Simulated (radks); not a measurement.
Spherical quantum dot in the effective-mass picture: electrons in a well V = -V0 / (1 + exp((r - R)/a)) with V0 = 9.17, R = 6.7, a = 0.5, all in effective atomic units (hartree* = m*/eps^2 hartree, bohr* = eps/m* bohr), one dielectric constant everywhere. Method: non-relativistic Kohn-Sham, LDA (Slater exchange, Perdew-Wang correlation), spin-polarised, spherical densities; computed with a radial shooting solver with Libxc functionals. Levels are named by radial order and angular momentum (1s, 1p, 1d, 2s, ...), and open shells are averaged over m. Results are scaled to m* = 0.429 and eps = 12.9, for which hartree* = 70.15 meV and bohr* = 1.591 nm.

N = 21, configuration 1s2 1p6 1d10 1f(up 3, down 0). This is the lowest configuration that the search found. Occupied and some empty levels:

level,occupation,eigenvalue (meV),<r> (nm)
1s up,1,-330.90,6.756
1s down,1,-329.60,6.727
1p up,3,-326.34,6.963
1p down,3,-324.98,6.947
1d up,5,-318.24,7.172
1d down,5,-316.84,7.165
1f up,3,-307.09,7.366
1f down,0,-305.66,7.363
2s up,0,-294.70,4.679
2s down,0,-294.22,4.669
1g up,0,-293.22,7.543
1g down,0,-291.77,7.544
2p up,0,-280.89,5.497
2p down,0,-280.23,5.486
2d up,0,-264.26,6.034
2d down,0,-263.45,6.024

Energy (meV): total -9789.48, kinetic 510.72, external -13103, Hartree 3198.4, exchange-correlation -395.22.
